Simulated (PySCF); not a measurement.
A structure optimised at PBE-D3(BJ)/def2-TZVPD, used in a PySCF frequency run:

```
P
O 1 1.5003
H 1 1.4840 2 104.18
```

**Question.** Write its SMILES, formula and point group.

**Answer.** O=P, HOP, Cs

**Question.** What are its rotational constants (standard atomic weights)?

**Answer.** 255.98, 20.569, 19.039 GHz
